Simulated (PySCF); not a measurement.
PySCF input file for Si(H)(F)(vinyl)2 (C4H7FSi), SMILES C=C[SiH](F)C=C, PBE/pcSseg-1. Coordinates come from a PBE0-D3(BJ)/def2-SVP optimisation. The values are those of a single conformer.

```python
import numpy as np
from pyscf import gto, scf, dft
from pyscf.prop.nmr import rks as nmr

mol = gto.M(
    atom='''
    Si   -0.23861198    0.05363700    0.38222264
    F     0.54094538    1.41324920    0.84635392
    C    -1.02311143    0.45587242   -1.25396214
    C    -0.89487890    1.65775556   -1.82843644
    C     0.96832759   -1.35363418    0.25936687
    C     0.87524802   -2.44218879    1.03283599
    H    -1.24094612   -0.27801426    1.43593423
    H    -1.60333503   -0.31836113   -1.77361723
    H    -1.34861514    1.89336021   -2.79761483
    H    -0.32576076    2.46012738   -1.34641108
    H     1.77289621   -1.30750734   -0.48633629
    H     1.57145592   -3.28409974    0.94642900
    H     0.09285244   -2.54249576    1.79448850
    ''',
    basis='pcSseg-1',
    charge=0,
    spin=0,
    max_memory=1600,
    verbose=3,
)
mf = dft.RKS(mol, xc='pbe')
mf.grids.level = 3
mf.conv_tol = 1e-10
mf.max_cycle = 100
mf.kernel()
n = nmr.NMR(mf)
n.verbose = 2
n.max_cycle_cphf = 60
sigma = n.kernel()
print('atom   isotropic/ppm   span/ppm')
for i, s in enumerate(sigma):
    w = np.linalg.eigvalsh((s + s.T) / 2)
    print(f'{mol.atom_symbol(i):2s}{i + 1:3d} {w.mean():14.3f} {w[2] - w[0]:11.3f}')
```

Output:

```
converged SCF energy = -545.498333034241
atom   isotropic/ppm   span/ppm
Si  1        329.781      59.222
F   2        367.934      42.436
C   3         40.502     229.732
C   4         36.223     252.305
C   5         37.539     243.292
C   6         34.514     244.803
H   7         25.943       6.466
H   8         25.082       4.190
H   9         24.725       6.182
H  10         24.704       8.152
H  11         24.766       5.394
H  12         24.731       6.098
H  13         24.888       7.415
```

Self-consistency was reached.

Cost: very roughly 50 core-seconds.
